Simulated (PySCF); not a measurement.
# Correlation energy of B⁺ (boron, charge +1)

[He] 2s1 3s1, high-spin 3S determinant (an excited configuration). Calculation: PySCF 2.14, in dyall-acv3z (15s9p4d2f, 76 functions); no relativity, point nucleus. Frozen: 1s2; 2 electrons correlated; the 18 highest virtual orbitals of each spin left out.

With two correlated electrons CCSD is exact within the correlated space (frozen core and kept virtual orbitals).

```json
{"level": "CCSD", "correlation energy (mhartree)": "-8.49"}
```

Diagnostics: T1 = 0.012, D1 = 0.0247, largest double amplitude 0.076.

The outer electron is Rydberg-like, and this basis confines it to a smaller radius and binds it less than a complete one would.

Cost of the coupled-cluster step: of the order of 4 core-seconds, for 2 correlated electrons.
